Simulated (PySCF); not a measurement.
Input for PySCF: R-M06-2X/def2-TZVPP on CH2O (SMILES [H]/[C-]=[O+]/[H]).

```python
from pyscf import gto, dft

mol = gto.M(
    atom='''
    C    -0.67331672   -0.04562142   -0.00000000
    O     0.63521853   -0.03971846   -0.00000000
    H    -0.91748392    1.04125744    0.00000000
    H     0.95558212   -0.95591757    0.00000000
    ''',
    basis='def2-tzvpp',
    charge=0, spin=0, verbose=4, max_memory=1800)
mf = dft.RKS(mol, xc='m062x').density_fit(auxbasis='def2-universal-jkfit')
mf.grids.level = 4
mf.conv_tol = 1e-9
mf.max_cycle = 150
mf.kernel()
mf.dip_moment()
```

Q: Give the final energy of this run.

A: -114.4185 hartree.
